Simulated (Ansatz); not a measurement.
A search over several starts for the lowest SCF solution of the cluster In7Sb8 at the given spin, in a small basis.

```yaml
crystal:
  periodic: [false, false, false]
  atoms:
    - {symbol: In, position_ang: [2.420829, -2.766655, -3.471112]}
    - {symbol: In, position_ang: [1.577360, -2.733645, 0.586542]}
    - {symbol: In, position_ang: [3.907567, 1.098493, -4.625432]}
    - {symbol: In, position_ang: [5.680655, -1.921467, -3.507822]}
    - {symbol: In, position_ang: [0.357091, 0.619981, -0.290460]}
    - {symbol: In, position_ang: [5.615502, -1.004225, 1.097445]}
    - {symbol: In, position_ang: [4.319916, 2.713207, 0.878380]}
    - {symbol: Sb, position_ang: [1.094949, 2.516664, -2.441802]}
    - {symbol: Sb, position_ang: [2.627175, 0.247381, 1.588933]}
    - {symbol: Sb, position_ang: [0.819189, 0.020665, -3.904826]}
    - {symbol: Sb, position_ang: [-0.149090, -1.868539, -1.975213]}
    - {symbol: Sb, position_ang: [4.314733, -3.034563, -0.895107]}
    - {symbol: Sb, position_ang: [3.260700, -0.359660, -1.269023]}
    - {symbol: Sb, position_ang: [5.649287, 1.148047, -1.857823]}
    - {symbol: Sb, position_ang: [3.809835, 3.361716, -2.162782]}
basis:
  gaussian: {orbitals: def2-SVP, initial_orbitals: start.molden}
magnetization: {spin_polarized: true, initial_magnetization: 1}
hamiltonian: {xc: pbe, dispersion: d4}
output: {orbitals: {seedname: orbitals}}
```

The file start.molden holds the orbitals of an earlier run on this structure, at another level or in another basis.

```sh
$ ansatz run in.yaml --threads 2 --pin off --events-out ev --progress --plain --max-ram 20480MiB --backend cuda --devices 0, --max-vram 18GiB
```

Output, abridged:

```
Functional definition: PBE
4740 factors; their error is unknown
mean field evaluation 1: about -88437.9625 eV, gradient 1.8e2 eV
mean field evaluation 2: about -88461.8962 eV, gradient 3.5e1 eV
mean field evaluation 4: about -88506.0812 eV, gradient 2.1e1 eV
mean field evaluation 8: about -88534.3340 eV, gradient 9.8e-1 eV
mean field evaluation 16: about -88534.4531 eV, gradient 4.1e-5 eV
mean field evaluation 32: about -88534.4814 eV, gradient 8.0e-2 eV
mean field evaluation 64: about -88533.0791 eV, gradient 4.6e0 eV
mean field evaluation 96: about -88534.1321 eV, gradient 2.0e-1 eV
mean field evaluation 128: about -88534.0872 eV, gradient 1.5e0 eV
mean field -88534.45312343 eV, -3253.5811414785 hartree, gradient 1.8e-5 eV, S^2 0.754778; 10 other end points of the search recorded, 0 dependent functions left out
reference -88534.45317980 eV, -3253.5811435500 hartree; 166, 165 occupied and 224, 225 virtual orbitals, 4740 factors
Total energy: -88537.10173579 eV, -3253.6784761872 hartree
```

It took 29 s on 2 threads of AMD EPYC 7R13 on a shared host and a share (18 GiB) of an NVIDIA H100 80GB HBM3, peak host memory 1.5 GiB.

In the def2 sets In, Sb take a core potential; there is no spin–orbit coupling. The structure comes from a short search, and lower isomers may exist.
